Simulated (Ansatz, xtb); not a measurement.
## Ranking isomers of C2H8N2Si

4 gas-phase structures of C2H8N2Si, from a drawn sample of its isomers (lower ones may exist). Each was relaxed with GFN2-xTB; where two conformers were screened, the lower at r2SCAN-D4/def2-SVP is listed:

A. `C=C[SiH](N)N`, a singlet
B. `C/C=N/[SiH2]N`, a singlet
C. `[H]/N=C\CN[SiH3]`, a singlet
D. `C/C=N/N[SiH3]`, a singlet

Which do you expect lowest at r2SCAN-D4/def2-SVP, and how would the others follow?

Calculated order at r2SCAN-D4/def2-SVP: A (0.0), B (7.2), C (32.6), D (40.2) kcal/mol.

Energies above the lowest of each column, in kcal/mol; the last columns are at PBE0-D3(BJ)/def2-SVP geometries and were run for some of them only (a dash: not run or not comparable):

```
structure  GFN2-xTB  HF/STO-3G  r2SCAN-D4/def2-SVP  PBE0-D3(BJ)/def2-SVP  CCSD(T)/def2-SVP + ΔMP2/def2-TZVPP
        A      18.0        2.9                 0.0                   0.0                                 0.0
        B       0.0        0.0                 7.2                   6.8                                11.1
        C      16.0       20.6                32.6                     –                                   –
        D      14.3       18.8                40.2                     –                                   –
```

CCSD(T)/def2-SVP + ΔMP2/def2-TZVPP puts A lowest of those it was run on; GFN2-xTB picks B, HF/STO-3G picks B. Some further structures that were screened fall inside this span and aren't listed. Flexible structures stand in one conformer each, not always the lowest. Frequencies (GFN2-xTB) were run for A, B alone. The ΔMP2 step shifts differences by up to 5.6 kcal/mol, which makes them less sure. ΔMP2 is the change of the MP2 energy from the smaller to the larger basis.

Over these structures GFN2-xTB departs from r2SCAN-D4/def2-SVP by 13.3 kcal/mol on average once a common shift is removed. A GFN2-xTB relaxation took about 0.24 s and the r2SCAN-D4/def2-SVP energy about 2.2 s on a shared host (Ansatz 0.2.0, xtb 6.7.1).
